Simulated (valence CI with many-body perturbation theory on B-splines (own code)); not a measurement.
# Missing levels of Eu XXIV

Method: valence CI with perturbative core correlation (CI+MBPT): four valence electrons over a frozen Dirac-Fock core [Kr], radial functions for each j: 7 s, 7 p, 8 d, 6 f, 4 g, 1 h, with the one-electron correlation potential Σ1, the two-electron term Σ2, the three-electron term Σ3, Breit, model QED; selected CI, second order for the rest, scaled by the run's own slope (own B-spline code, finite nucleus).

No measured spectrum was set against this ion. As an estimate, terms of the open shell hold to 2 to 4 % of their energy, and close levels can change places. The list stops below the first excitations out of the core.

| Level | E (cm⁻¹) |
| --- | --- |
| (4d3/2^4) J=0 | 0.0 |
| (4d3/2^3 4d5/2) J=1 | 35776 |
| (4d3/2^3 4d5/2) J=2 | 56788 |
| (4d3/2^3 4d5/2) J=4 | ? |
| (4d3/2^3 4d5/2) J=3 | ? |
| (4d3/2^2 4d5/2^2) J=0 [a] | 96317 |
| (4d3/2^2 4d5/2^2) J=4 [a] | ? |
| (4d3/2^2 4d5/2^2) J=3 [a] | ? |
| (4d3/2^2 4d5/2^2) J=2 [a] | 108410 |
| (4d3/2^2 4d5/2^2) J=5 | 117340 |
| (4d3/2^2 4d5/2^2) J=1 | 121800 |
| (4d3/2^2 4d5/2^2) J=6 | 125000 |
| (4d3/2^2 4d5/2^2) J=4 [b] | 133870 |
| (4d3/2^2 4d5/2^2) J=2 [b] | 136400 |
| (4d3/2^2 4d5/2^2) J=3 [b] | 136710 |
| (4d3/2 4d5/2^3) J=4 [a] | 155240 |
| (4d3/2^2 4d5/2^2) J=2 [c] | ? |
| (4d3/2 4d5/2^3) J=3 [a] | 167180 |
| (4d3/2 4d5/2^3) J=5 | 177410 |
| (4d3/2 4d5/2^3) J=1 [a] | ? |

Levels are named by their leading jj configuration (3d3/2^4 stands for four electrons in 3d with j = 3/2), which in mixed levels can hold well under half, so a name can repeat and another be missing. Letters in brackets count levels of one name in rising energy.

Problem. The levels stand in rising order. What does the calculation give for the missing energies?

Solution. (4d3/2^3 4d5/2) J=4 65405; (4d3/2^3 4d5/2) J=3 67351; (4d3/2^2 4d5/2^2) J=4 [a] 100990; (4d3/2^2 4d5/2^2) J=3 [a] 107960; (4d3/2^2 4d5/2^2) J=2 [c] 162960; (4d3/2 4d5/2^3) J=1 [a] 178460.
